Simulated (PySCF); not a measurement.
Si(H)(OH)2(PH2) (H₅O₂PSi), SMILES O[SiH](O)P.

Geometry optimised at PBE0-D3(BJ)/def2-SVP. The values are those of a single conformer.

Calculation: PBE0-D3(BJ)/def2-SVP in PySCF.

Frequencies are harmonic and unscaled.

Q: Give all harmonic wavenumbers and intensities. (An estimate is asked for; the answer gives what the named calculation found.)

A: 
```
mode  ν (cm⁻¹)  IR (km/mol)  moving atoms (share of kinetic energy)
----  --------  -----------  --------------------------------------
1           39         37.0                          H 72 %, O 24 %
2          134         13.9                                  H 95 %
3          184          7.9         O 41 %, H 29 %, P 18 %, Si 11 %
4          228         16.8         O 47 %, P 27 %, H 14 %, Si 12 %
5          254        110.5                                  H 91 %
6          341         65.7                 O 64 %, Si 26 %, H 10 %
7          462          6.2                 Si 35 %, P 33 %, H 27 %
8          630         79.5                  H 81 %, P 10 %, Si 8 %
9          697        145.6                                  H 94 %
10         735        111.1                                  H 91 %
11         753        150.4                                  H 92 %
12         820        107.3                 O 67 %, Si 18 %, H 15 %
13         876          9.8                          H 65 %, O 30 %
14         915        230.2                 H 63 %, Si 23 %, O 14 %
15         973        161.5                 Si 43 %, H 29 %, O 28 %
16        1087         15.1                                  H 97 %
17        2190        179.0                                  H 97 %
18        2403         33.3                                  H 97 %
19        2417         48.3                                  H 97 %
20        3936         59.6                                  H 94 %
21        3938        151.3                                  H 94 %
```
